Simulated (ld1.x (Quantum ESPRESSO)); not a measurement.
## PBEsol ultrasoft dataset for technetium (Tc), scalar-relativistic all-electron reference.

ld1.x (Quantum ESPRESSO) 7.5 was run on this input:

```
&input
   title='Tc', zed=43., rel=1, dft='PBESOL', iswitch=3,
   config='[Kr] 4d5 5s1 5p0',
   nld=3, rlderiv=4.05, eminld=-3.0, emaxld=5.0, deld=0.02
 /
 &inputp
   pseudotype=3, tm=.true., lloc=-1, rcloc=1.65,
   nlcc=.true., new_core_ps=.true.,
   which_augfun='PSQ', rmatch_augfun_nc=.true.,
   file_pseudopw='Tc.UPF', file_wfcaegen='ae.wfc', file_wfcncgen='nc.wfc', file_beta='beta', file_chi='chi', file_wfcusgen='us.wfc'
 /
6
5S  1  0   1.00   0.00  2.30  2.90  0.0
5S  1  0   0.00   1.10  2.30  2.90  0.0
5P  2  1   0.00   0.00  3.10  3.75  0.0
5P  2  1   0.00  -0.05  3.10  3.75  0.0
4D  3  2   5.00   0.00  1.55  1.75  0.0
4D  3  2   0.00   1.05  1.55  1.75  0.0
 &test
   configts(1)='4d5 5s1 5p0'
 /
```

Command:

```bash
ld1.x < Tc.in > Tc.out
```

Resulting log (shortened: banner, matrices, multipoles, cross overlaps and the repeated all-electron block are left out):

```
Program LD1 v.7.5
     --------------------------- All-electron run ----------------------------

     Tc
     scalar relativistic calculation

     atomic number is 43.00
     dft =PBESOL   lsd =0 sic =0 latt =0  beta=0.20 tr2=1.0E-14
     Exchange-correlation= PBESOL
                           (   1   4  10   8   0   0   0)
     mesh =1231 r(mesh) = 100.86670 a.u. xmin = -7.00 dx = 0.01250
     1 Ry =  13.60569312 eV, c = 137.03599908

     n l     nl                  e(Ry)          e(Ha)          e(eV)
     1 0     1S 1( 2.00)     -1533.4460      -766.7230    -20863.5955
     2 0     2S 1( 2.00)      -219.2679      -109.6339     -2983.2911
     2 1     2P 1( 6.00)      -196.3396       -98.1698     -2671.3366
     3 0     3S 1( 2.00)       -38.6325       -19.3163      -525.6220
     3 1     3P 1( 6.00)       -31.1075       -15.5537      -423.2385
     4 0     4S 1( 2.00)        -5.9456        -2.9728       -80.8940
     4 1     4P 1( 6.00)        -3.8875        -1.9438       -52.8926
     3 2     3D 1(10.00)       -18.9200        -9.4600      -257.4201
     4 2     4D 1( 5.00)        -1.0375        -0.5187       -14.1158
     5 0     5S 1( 1.00)        -0.8401        -0.4200       -11.4299
     5 1     5P 1( 0.00)        -0.5025        -0.2513        -6.8370

     final scf error:  8.4E-15 reached in  26 iterations

     Etot =   -8566.086543 Ry,   -4283.043271 Ha, -116547.544766 eV

     Ekin =    8844.530699 Ry,    4422.265350 Ha,  120335.970512 eV
     Encl =  -20626.286583 Ry,  -10313.143291 Ha, -280634.925514 eV
     Eh   =    3467.169554 Ry,    1733.584777 Ha,   47173.244964 eV
     Exc  =    -251.500214 Ry,    -125.750107 Ha,   -3421.834728 eV

     normalization and overlap integrals

     s(1S/1S) =  1.000000  <r> =   0.0343  <r2> =    0.0016  r(max) =   0.0224
     s(2S/2S) =  1.000000  <r> =   0.1497  <r2> =    0.0264  r(max) =   0.1257
     s(2P/2P) =  1.000000  <r> =   0.1304  <r2> =    0.0208  r(max) =   0.1004
     s(3S/3S) =  1.000000  <r> =   0.4157  <r2> =    0.1979  r(max) =   0.3730
     s(3P/3P) =  1.000000  <r> =   0.4166  <r2> =    0.2019  r(max) =   0.3638
     s(4S/4S) =  1.000000  <r> =   1.0577  <r2> =    1.2680  r(max) =   0.9525
     s(4P/4P) =  1.000000  <r> =   1.1723  <r2> =    1.5754  r(max) =   1.0266
     s(3D/3D) =  1.000000  <r> =   0.3991  <r2> =    0.1912  r(max) =   0.3131
     s(4D/4D) =  1.000000  <r> =   1.6714  <r2> =    3.3817  r(max) =   1.2697
     s(5S/5S) =  1.000000  <r> =   3.0172  <r2> =   10.3062  r(max) =   2.6216
     s(5P/5P) =  1.000000  <r> =   3.8161  <r2> =   16.5934  r(max) =   3.2424

     ------------------------ End of All-electron run ------------------------

     --------------------- Generating US pseudopotential ---------------------

      Generating local potential from pseudized AE potential:
      Matching radius rcloc =   1.6500

      Local pseudo, rcloc= 1.630 Estimated cut-off energy=     9.19 Ry

      Computing core charge for nlcc:

       r > 1.30 : true rho core
      Core charge pseudized with two Bessel functions
      Integrated core pseudo-charge :  12.07
      Wfc-us  5S rcutus= 2.897  Estimated cut-off energy=     5.51 Ry
      Wfc-us  5S rcutus= 2.897  Estimated cut-off energy=    10.12 Ry
      Wfc-us  5P rcutus= 3.720  Estimated cut-off energy=     5.58 Ry
      Wfc-us  5P rcutus= 3.720  Estimated cut-off energy=     6.82 Ry
      Wfc-us  4D rcutus= 1.757  Estimated cut-off energy=    37.13 Ry
      Wfc-us  4D rcutus= 1.757  Estimated cut-off energy=    51.45 Ry

     Q pseudized with Bessel functions
     Expected ecutrho=     171.3065 due to l1=  2   l2=  2

     ------------------- End of pseudopotential generation -------------------

     Computing logarithmic derivative in   4.03525
     Computing logarithmic derivative in   4.03525
     Computing the partial wave expansion
     R is outside the sphere for l=    0 j= 0.00
     R is outside the sphere for l=    0 j= 0.00
     R is outside the sphere for l=    1 j= 0.00
     R is outside the sphere for l=    1 j= 0.00
     R is outside the sphere for l=    2 j= 0.00
     R is outside the sphere for l=    2 j= 0.00

     ---------------------- Testing the pseudopotential ----------------------

     Tc
     scalar relativistic calculation

     atomic number is 43.00   valence charge is  7.00
     dft =PBESOL   lsd =0 sic =0 latt =0  beta=0.20 tr2=1.0E-14
     mesh =1231 r(mesh) = 100.86670 xmin = -7.00 dx = 0.01250

     n l     nl             e AE (Ry)        e PS (Ry)    De AE-PS (Ry)
     3 2     4D   1( 5.00)       -1.03749       -1.03749        0.00000
     1 0     5S   1( 1.00)       -0.84008       -0.84008        0.00000
     2 1     5P   1( 0.00)       -0.50251       -0.50251        0.00000

     eps = 1.5E-15  iter =  3

     Etot =   -8566.086543 Ry,   -4283.043271 Ha, -116547.544766 eV
     Etotps =   -42.355584 Ry,     -21.177792 Ha,    -576.277083 eV

     Ekin =      20.009420 Ry,      10.004710 Ha,     272.242035 eV
     Encl =     -57.140094 Ry,     -28.570047 Ha,    -777.430577 eV
     Ehrt =      17.514782 Ry,       8.757391 Ha,     238.300750 eV
     Ecxc =     -26.528839 Ry,     -13.264420 Ha,    -360.943243 eV
     (Ecc =     -19.398549 Ry,      -9.699275 Ha,    -263.930706 eV)
     Epseu=       3.789146 Ry,       1.894573 Ha,      51.553952 eV

     ---------------------- End of pseudopotential test ----------------------
```

Note: ghost states, extra bound levels that the all-electron valence spectrum of the same l lacks: s at -138.4 eV, p at -29.0 eV. A true bound ghost makes a file unfit for plane-wave use.

Generation and configuration tests took about 1.7 s on one core of a shared server CPU.

Transferability test of the new file with ld1.x, input:

```
&input
   title='Tc', zed=43., rel=1, dft='PBESOL', iswitch=2,
   config='[Kr] 4d5 5s1 5p0'
 /
 &test
   file_pseudo='Tc.UPF', nconf=8,
   configts(1)='4d5 5s1 5p0',
   configts(2)='4d5 5s2 5p0',
   configts(3)='4d5 5s0 5p0',
   configts(4)='4d4 5s0 5p0',
   configts(5)='4d6 5s0 5p0',
   configts(6)='4d4 5s2 5p0',
   configts(7)='4d3 5s0 5p0',
   configts(8)='4d5 5s1 5p1'
 /
```

```bash
ld1.x < Tc.test.in > Tc.test.out
```

Pseudopotential blocks of its output, shortened (energy terms left out; the distinct warnings before each block abridged to one line each):

```
     ---------------------- Testing the pseudopotential ----------------------

     n l     nl             e AE (Ry)        e PS (Ry)    De AE-PS (Ry)
     3 2     4D   1( 5.00)       -1.03749       -1.03749        0.00000
     1 0     5S   1( 1.00)       -0.84008       -0.84008        0.00000
     2 1     5P   1( 0.00)       -0.50251       -0.50251        0.00000

     eps = 1.5E-15  iter =  3

     Etot =   -8566.086543 Ry,   -4283.043271 Ha, -116547.544766 eV
     Etotps =   -42.355584 Ry,     -21.177792 Ha,    -576.277083 eV

     ---------------------- End of pseudopotential test ----------------------

          ---------------------- Testing the pseudopotential ----------------------

     n l     nl             e AE (Ry)        e PS (Ry)    De AE-PS (Ry)
     3 2     4D   1( 5.00)       -0.49027       -0.49049        0.00022
     1 0     5S   1( 2.00)       -0.37346       -0.37327       -0.00019
     2 1     5P   1( 0.00)       -0.10128       -0.10101       -0.00026

     eps = 8.3E-15  iter =  8

     Etot =   -8566.688916 Ry,   -4283.344458 Ha, -116555.740469 eV
     Etotps =   -42.957930 Ry,     -21.478965 Ha,    -584.472418 eV
     dEtot_ae =      -0.602373 Ry
     dEtot_ps =      -0.602346 Ry,   Delta E=      -0.000027 Ry

     ---------------------- End of pseudopotential test ----------------------

          ---------------------- Testing the pseudopotential ----------------------

     n l     nl             e AE (Ry)        e PS (Ry)    De AE-PS (Ry)
     3 2     4D   1( 5.00)       -1.65310       -1.65475        0.00165
     1 0     5S   1( 0.00)       -1.34717       -1.34832        0.00115
     2 1     5P   1( 0.00)       -0.95185       -0.95314        0.00128

     eps = 4.8E-15  iter =  7

     Etot =   -8564.995815 Ry,   -4282.497908 Ha, -116532.704661 eV
     Etotps =   -41.264252 Ry,     -20.632126 Ha,    -561.428751 eV
     dEtot_ae =       1.090728 Ry
     dEtot_ps =       1.091332 Ry,   Delta E=      -0.000605 Ry

     ---------------------- End of pseudopotential test ----------------------

          ---------------------- Testing the pseudopotential ----------------------

     n l     nl             e AE (Ry)        e PS (Ry)    De AE-PS (Ry)
     3 2     4D   1( 4.00)       -2.58222       -2.61216        0.02994  !
     1 0     5S   1( 0.00)       -2.02983       -2.03837        0.00854  !
     2 1     5P   1( 0.00)       -1.55725       -1.55410       -0.00314

     eps = 6.4E-15  iter =  9

     Etot =   -8562.887121 Ry,   -4281.443561 Ha, -116504.014420 eV
     Etotps =   -39.141517 Ry,     -19.570758 Ha,    -532.547467 eV
     dEtot_ae =       3.199421 Ry
     dEtot_ps =       3.214068 Ry,   Delta E=      -0.014646 Ry

     ---------------------- End of pseudopotential test ----------------------

          ---------------------- Testing the pseudopotential ----------------------

     n l     nl             e AE (Ry)        e PS (Ry)    De AE-PS (Ry)
     3 2     4D   1( 6.00)       -0.84457       -0.83806       -0.00651  !
     1 0     5S   1( 0.00)       -0.74601       -0.74717        0.00116
     2 1     5P   1( 0.00)       -0.43558       -0.43845        0.00288

     eps = 4.8E-16  iter =  9

     Etot =   -8566.233230 Ry,   -4283.116615 Ha, -116549.540542 eV
     Etotps =   -42.497810 Ry,     -21.248905 Ha,    -578.212162 eV
     dEtot_ae =      -0.146687 Ry
     dEtot_ps =      -0.142226 Ry,   Delta E=      -0.004461 Ry

     ---------------------- End of pseudopotential test ----------------------

          ---------------------- Testing the pseudopotential ----------------------

     n l     nl             e AE (Ry)        e PS (Ry)    De AE-PS (Ry)
     3 2     4D   1( 4.00)       -1.24756       -1.26337        0.01581  !
     1 0     5S   1( 2.00)       -0.93407       -0.93507        0.00100
     2 1     5P   1( 0.00)       -0.56737       -0.56362       -0.00375

     eps = 9.0E-15  iter = 11

     Etot =   -8565.832361 Ry,   -4282.916181 Ha, -116544.086449 eV
     Etotps =   -42.094831 Ry,     -21.047416 Ha,    -572.729356 eV
     dEtot_ae =       0.254182 Ry
     dEtot_ps =       0.260753 Ry,   Delta E=      -0.006572 Ry

     ---------------------- End of pseudopotential test ----------------------

          Warning: n=2, l=1 expected 0 nodes, found 1
     ---------------------- Testing the pseudopotential ----------------------

     n l     nl             e AE (Ry)        e PS (Ry)    De AE-PS (Ry)
     3 2     4D   1( 3.00)       -3.60827       -3.68954        0.08128  !
     1 0     5S   1( 0.00)       -2.78022       -2.80395        0.02373  !
     2 1     5P   1( 0.00)       -2.23619       -2.23619        0.00000

     eps = 7.3E-17  iter =  8

     Etot =   -8559.799460 Ry,   -4279.899730 Ha, -116462.004645 eV
     Etotps =   -35.999975 Ry,     -17.999987 Ha,    -489.804606 eV
     dEtot_ae =       6.287083 Ry
     dEtot_ps =       6.355610 Ry,   Delta E=      -0.068527 Ry

     ---------------------- End of pseudopotential test ----------------------

          ---------------------- Testing the pseudopotential ----------------------

     n l     nl             e AE (Ry)        e PS (Ry)    De AE-PS (Ry)
     3 2     4D   1( 5.00)       -0.59081       -0.59273        0.00192
     1 0     5S   1( 1.00)       -0.44103       -0.44089       -0.00014
     2 1     5P   1( 1.00)       -0.15452       -0.15430       -0.00023

     eps = 8.8E-15  iter = 14

     Etot =   -8566.409499 Ry,   -4283.204750 Ha, -116551.938814 eV
     Etotps =   -42.678399 Ry,     -21.339199 Ha,    -580.669196 eV
     dEtot_ae =      -0.322957 Ry
     dEtot_ps =      -0.322814 Ry,   Delta E=      -0.000142 Ry

     ---------------------- End of pseudopotential test ----------------------
```
